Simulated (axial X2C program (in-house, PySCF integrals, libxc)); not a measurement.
## CoBr⁺: properties at the nuclei

Calculated with an axial X2C code built on PySCF integrals: two-component X2C with atomic mean-field Coulomb and Gaunt terms, Gaussian nuclei, basis Br dyall-cv3z, Co dyall-cv3z with contracted cores.

R = 2.151 Å (near the PBE0 minimum at charge 1 of the determinant lowest at the starting distance; the state shown can have its own minimum elsewhere).

Determinant lowest in the PBE0 search, Ω = 7/2 (⟨Sz⟩ = 1.50, ⟨Lz⟩ = 2.00 at PBE0), spin on the atoms Br 0.17, Co 1.33:

```
 level  Eeff magnitude (GV/cm)  Ws magnitude Br (kHz)  Ws magnitude Co (kHz)  A∥/gI Br (MHz)  qzz Br (a.u.)  A∥/gI Co (MHz)  qzz Co (a.u.)
  PBE0                   0.274                0.00108                 0.0116           -34.5           2.41             340          -0.74
    HF                   0.427                  0.016                 0.0194           -10.9           3.69             326          -0.94
 TPSSh                   0.265                 0.0029                0.00962           -36.8           1.90             337          -0.84
r2SCAN                   0.206                 0.0109                 0.0157           -27.3           1.79             346          -0.87
   PBE                   0.273                0.00572                0.00818             -47           1.27             327          -0.71
```

Eeff is the effective electric field on the electron electric dipole moment in this Ω state and Ws the scalar–pseudoscalar constant of the nucleus named (defined with the proton number Z and per Ω); A∥ (defined per Ω) follows by multiplying with gI = μI/(I μN); qzz is the electric field gradient, eQq0 = 234.96 MHz × Q/barn × qzz. The operators were transformed with the bare-nucleus X2C matrices; with these basis sets, hyperfine constants and field gradients can be off by tens of per cent, and where levels differ in sign neither size nor sign is settled.

**Question.** With gI(59Co) = 1.3220, Q(59Co) = 0.42 barn (g factors from the IAEA table of nuclear moments by Stone; Q from Pyykkö, Mol. Phys. 2018), turn the PBE0 values of the first state into constants in MHz.

**Answer.** A∥(59Co) = 340 × 1.3220 = 449 MHz; eQq0(59Co) = 234.96 × (0.42) × (-0.74) = -73 MHz.

Each state is one determinant with collinear spin, which with several unpaired electrons need not be a pure state. Unrestricted Hartree–Fock can overshoot spin polarisation at the nuclei. With several open shells hyperfine constants can be off by a factor of several. Where Eeff spreads by more than a factor of two the levels disagree and none is to be relied on. States lie within half an eV, so the first need not be the ground state. The sign of Ws at Br differs between levels in the first state. Further determinants of the search, some of them spin-mixed, are not shown. Where a field gradient or hyperfine factor spreads by more than a factor of two over the levels, a constant derived from it is not to be relied on.
